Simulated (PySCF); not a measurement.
Compound: C₄H₈FNSi₂.
InChI=1S/C4H8FNSi2/c1-2-8-3-4(5)7-6-8/h1,4,6,8H,3,7H2/t4-,8+/m0/s1

Computed with PySCF at wB97X-D/def2-SVPD, non-relativistic, on one gas-phase PBE0-D3(BJ)/def2-SVP geometry that isn't relaxed in the solvent. The solvent is an IEF-PCM continuum (van der Waals radii × 1.2), and excitations are vertical TDDFT with non-equilibrium linear response and a frozen core. Specific hydrogen bonds and non-electrostatic terms are outside this model.

Gas-phase singlets (H = HOMO, L = LUMO):

```
state  E (eV)  λ (nm)      f  leading configurations
   S1   5.936     209  0.000  H-1→L 43%, H-3→L+1 12%
   S2   6.180     201  0.007    H→L 35%, H-1→L+1 16%
   S3   6.263     198  0.001  H-3→L+1 41%, H→L+1 16%
   S4   6.430     193  0.013      H→L 46%, H-3→L 20%
   S5   7.085     175  0.007  H→L+1 68%, H-3→L+1 13%
```

**Question.** Give the list for chloroform (ε = 4.711), n² = 2.09.

**Answer.** 
```csv
state,E (eV),λ (nm),f,leading configurations,change by rank (eV)
S1,5.995,207,0.000,"H-1→L 42%, H-3→L+1 11%",+0.059
S2,6.207,200,0.013,"H→L 44%, H-1→L+1 14%",+0.027
S3,6.303,197,0.001,"H-3→L+1 44%, H→L+1 18%",+0.040
S4,6.440,193,0.017,"H→L 39%, H-3→L 22%",+0.010
S5,7.047,176,0.009,"H→L+1 68%, H-3→L+1 13%",-0.038
```

**Question.** What are the lowest 5 singlets in dimethylsulfoxide (ε = 46.83)?

**Answer.** 
```csv
state,E (eV),λ (nm),f,leading configurations,change by rank (eV)
S1,6.020,206,0.000,"H-1→L 41%, H-2→L 11%",+0.084
S2,6.221,199,0.014,"H→L 49%, H-1→L+1 13%",+0.041
S3,6.325,196,0.001,"H-3→L+1 45%, H→L+1 18%",+0.062
S4,6.451,192,0.016,"H→L 35%, H-3→L 23%",+0.021
S5,7.039,176,0.009,"H→L+1 68%, H-3→L+1 13%",-0.046
```

**Question.** The ground-state energy changes by -0.257 eV from gas to dimethylsulfoxide. By how much does the total energy of gas-phase S5 change?

**Answer.** E(S5) = E(S0) + excitation energy, so it changes by -0.257 − 0.046 = -0.303 eV: it is lowered more than the ground state, which is what a red shift means. This is the vertical state, with the slow part of the continuum still set for S0.

**Question.** How do the frontier levels move from gas to dimethylsulfoxide?

**Answer.** 
```tsv
orbital	gas (eV)	solvent (eV)	change (eV)
LUMO+2	2.09	2.21	+0.12
LUMO+1	1.59	1.69	+0.10
LUMO	1.19	1.31	+0.12
HOMO	-9.54	-9.40	+0.14
HOMO-1	-10.07	-10.04	+0.03
HOMO-2	-10.26	-10.22	+0.04
HOMO-3	-10.37	-10.38	-0.01
```

The HOMO–LUMO gap goes from 10.73 to 10.71 eV.

Time: 32 s of wall time. Hardware: one thread, x86-64 server, on a shared host. This is the whole response run at wB97X-D/def2-SVPD in dimethylsulfoxide, SCF included.

Note: wB97X-D ran without an empirical dispersion term, which enters the total energy and its gradient alone.
